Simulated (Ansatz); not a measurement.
Correlation energies of H6OSi3, SMILES `[SiH3][SiH]1O[SiH2]1` by basis set

```json
{"atom": "Si1", "x (Å)": "0.0537", "y (Å)": "-1.9494", "z (Å)": "-0.1340"}
{"atom": "Si2", "x (Å)": "0.1725", "y (Å)": "0.3056", "z (Å)": "-0.7234"}
{"atom": "O3", "x (Å)": "-1.1571", "y (Å)": "1.2462", "z (Å)": "-0.2128"}
{"atom": "Si4", "x (Å)": "0.0643", "y (Å)": "1.9717", "z (Å)": "0.7049"}
{"atom": "H5", "x (Å)": "-0.9939", "y (Å)": "-2.6593", "z (Å)": "-0.9166"}
{"atom": "H6", "x (Å)": "1.3717", "y (Å)": "-2.5820", "z (Å)": "-0.4100"}
{"atom": "H7", "x (Å)": "-0.2543", "y (Å)": "-2.0620", "z (Å)": "1.3151"}
{"atom": "H8", "x (Å)": "0.5244", "y (Å)": "0.5269", "z (Å)": "-2.1529"}
{"atom": "H9", "x (Å)": "0.3185", "y (Å)": "3.3917", "z (Å)": "0.3591"}
{"atom": "H10", "x (Å)": "-0.0998", "y (Å)": "1.8106", "z (Å)": "2.1707"}
```

Total charge 0; spin multiplicity 1. All single points use the PBE0-D4/def2-TZVP geometry. Frozen core, restricted reference, Ansatz. CBS rows extrapolate triple and quadruple zeta; past MP2 they add the triple-zeta difference.

```
     basis     HF (Eh)  MP2 corr.
  def2-SVP  -944.81705   -0.47695
def2-TZVPP  -945.23362   -0.60052
def2-QZVPP  -945.26470   -0.64705
```

Task: Estimate the CCSD correlation energy and the (T) correction in each basis where they were run (hartree).

Result: 
```csv
basis,CCSD corr.,(T)
def2-SVP,-0.53224,-0.01578
def2-TZVPP,-0.65266,-0.02611
CBS(def2),-0.73366,as TZ
```
